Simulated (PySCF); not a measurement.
Match the calculated data to a structure.

All candidates are C5H7N3O2.

| technique | computed result |
| --- | --- |
| 1H NMR | chemical shifts (computed TMS as zero) by class: 8.22 (1 H), 4.30 (3 H), 4.10 (3 H) ppm [GIAO PBE0/pcSseg-1] |
| 13C NMR | chemical shifts (computed TMS as zero) by class: 168.8 (1 C), 145.8 (1 C), 144.1 (1 C), 53.6 (1 C), 42.0 (1 C) ppm [GIAO PBE0/pcSseg-1] |
| Rotational structure | rotational constants A, B, C: 3.555, 0.800, 0.658 GHz [GFN2-xTB] |
| NMR, other nuclei | isotropic shieldings of nuclei other than C and H, by class: -108 (1 N), -99 (1 N), -5 (1 N), -85 (1 O), 150 (1 O) ppm [GIAO PBE0/pcSseg-1] |
| Dipole | 2.62 D [PBE0/pcSseg-1] |

Electronic properties: PySCF, gas phase, density fitting. Levels stand in brackets. One conformer (not necessarily the lowest) at the GFN2-xTB geometry, without solvent, vibrations or thermal averaging. NMR classes are plain means over equivalent atoms (diastereotopic ones count apart unless rotation or inversion swaps them), as if these changed places fast.

Question: Which candidate is it?
A. `COC(=O)c1cnn(C)n1`
B. `COC(=O)c1ncnn1C`
C. `COC(=O)c1cn(C)nn1`
D. `COC(=O)c1n[nH]nc1C`
E. `COc1nc(C(C)=O)n[nH]1`

Answer: A. It is `COC(=O)c1cnn(C)n1`. Numbering: `[CH3:1][O:2][C:3](=[O:4])[c:5]1[cH:6][n:7][n:8]([CH3:9])[n:10]1`. Its formula, C5H7N3O2, gives 4 degrees of unsaturation: 1 ring and 3 π bonds in the structure found (Kekulé form). 5 carbons fall into 5 classes; from least to most shielded: ester carbonyl carbon [C3] (168.8 ppm), substituted aromatic carbon [C5] (145.8 ppm), aromatic CH next to a ring nitrogen [C6] (144.1 ppm), methoxy carbon [C1] (53.6 ppm), N-methyl carbon [C9] (42.0 ppm). Hydrogen classes from least to most shielded: 1 H on an aromatic CH next to a ring nitrogen, C6 (8.22 ppm), 3 H on an N-methyl carbon, C9 (4.30 ppm), 3 H on a methoxy carbon, C1 (4.10 ppm). The other shieldings belong to: -108 ppm, pyridine-type nitrogen [N10]; -99 ppm, pyridine-type nitrogen [N7]; -5 ppm, pyrrole-type nitrogen [N8]; -85 ppm, ester carbonyl oxygen [O4]; 150 ppm, ester single-bonded oxygen [O2]. By its constants the optimised geometry is an asymmetric top.

The others, at the same levels:
- `COC(=O)c1cn(C)nn1` fails: its computed 13C shifts are 169.3 (1 C), 148.2 (1 C), 136.4 (1 C), 53.7 (1 C), 36.3 (1 C) ppm, rotational constant A is 4.462 GHz (against 3.555 GHz) and dipole moment is 3.26 D (against 2.62 D).
- `COC(=O)c1ncnn1C` fails: its computed 13C shifts are 167.6 (1 C), 153.5 (1 C), 149.1 (1 C), 54.1 (1 C), 40.3 (1 C) ppm, rotational constant A is 2.806 GHz (against 3.555 GHz) and smallest rotational constant is 0.756 GHz (against 0.658 GHz).
- `COC(=O)c1n[nH]nc1C` fails: its computed 13C shifts are 170.0 (1 C), 155.8 (1 C), 142.0 (1 C), 53.6 (1 C), 14.8 (1 C) ppm, 1H shifts are 10.75 (1 H), 4.13 (3 H), 2.81 (3 H) ppm and rotational constant A is 2.680 GHz (against 3.555 GHz).
- `COc1nc(C(C)=O)n[nH]1` fails: its computed 13C shifts are 195.7 (1 C), 166.7 (1 C), 159.7 (1 C), 59.2 (1 C), 31.9 (1 C) ppm, 1H shifts are 9.29 (1 H), 4.25 (3 H), 2.71 (3 H) ppm and rotational constant A is 2.991 GHz (against 3.555 GHz).

Each candidate is one conformer, not necessarily the lowest. The conformers computed, where there is a choice (atom-mapped SMILES and torsion angles):
- `[CH3:1][O:2][C:3](=[O:4])[c:5]1[cH:6][n:7][n:8]([CH3:9])[n:10]1`: C1–O2–C3–O4 0°, O2–C3–C5–C6 180°
- `[CH3:1][O:2][C:3](=[O:4])[c:5]1[cH:6][n:7]([CH3:8])[n:9][n:10]1`: C1–O2–C3–O4 0°, O2–C3–C5–C6 180°
- `[CH3:1][O:2][C:3](=[O:4])[c:5]1[n:6][cH:7][n:8][n:9]1[CH3:10]`: C1–O2–C3–O4 0°, O2–C3–C5–N6 0°
- `[CH3:1][O:2][C:3](=[O:4])[c:5]1[n:6][nH:7][n:8][c:9]1[CH3:10]`: C1–O2–C3–O4 0°, O2–C3–C5–N6 0°
- `[CH3:1][O:2][c:3]1[n:4][c:5]([C:6]([CH3:7])=[O:8])[n:9][nH:10]1`: C1–O2–C3–N4 -1°, N4–C5–C6–C7 -10°
